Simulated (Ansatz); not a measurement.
`Cl[BH][ZnH]` + NH₃ → `[NH2][ZnH]` + `BCl` at 400 K and 1 bar (cleavage of the Zn–B bond).

Calculated with Ansatz (gas phase, PBE0-D4/def2-TZVP geometries, no zero-point term in ΔE). CCSD(T)/CBS is the MP2 limit (def2-TZVPP, def2-QZVPP) plus CCSD(T) − MP2 in def2-TZVPP, frozen cores. This one scheme is used for every species. For Zn outer-core shells are correlated without core-valence functions, which leaves a few kJ/mol of doubt a bond. Scalar relativity is left out up to krypton.

| species | CCSD(T)/CBS energy (Eh) | H − E (kJ/mol) | S (J/(mol·K)) |
| --- | --- | --- | --- |
| `Cl[BH][ZnH]` | -2264.14522 | 72.3 | 319.6 |
| NH₃ | -56.50880 | 104.2 | 203.1 |
| `[NH2][ZnH]` | -1834.88092 | 99.5 | 279.2 |
| `BCl` | -485.78909 | 70.2 | 247.0 |

H − E and S are ideal-gas, rigid-rotor, harmonic terms from PBE0-D4/def2-TZVP. 1 Eh = 2625.50 kJ/mol, R = 8.31446 J/(mol·K).

Problem. By hand: ΔE, ΔH, ΔS and ΔG.

Solution. ΔE = (-1834.88092) + (-485.78909) − (-2264.14522) − (-56.50880) = -0.01599 Eh = -42.0 kJ/mol. Δ(H − E) = 99.5 + 70.2 − 72.3 − 104.2 = -6.8, so ΔH = -48.8 kJ/mol. ΔS = 279.2 + 247.0 − 319.6 − 203.1 = 3.5 J/(mol·K). ΔG = -48.8 − 400 × (3.5)/1000 = -50.2 kJ/mol.

Problem. By hand: the equilibrium constant, and the temperature at which ΔG would vanish if ΔH and ΔS stayed fixed.

Solution. log₁₀ K = −ΔG/(RT ln 10) = 6.6. ΔH and −TΔS have one sign here, so there is no such temperature. One of them is within its doubt of zero, so this could turn.

The number of gas molecules stays the same, so ΔS is small and ΔH decides. A doubt of 5 kJ/mol in ΔE shifts log₁₀ K by 0.7 here. These are equilibria of isolated gas molecules and say nothing of rates. Largest T1 diagnostic: 0.016 (customary marks: 0.02 for closed shells, 0.045 for open ones).
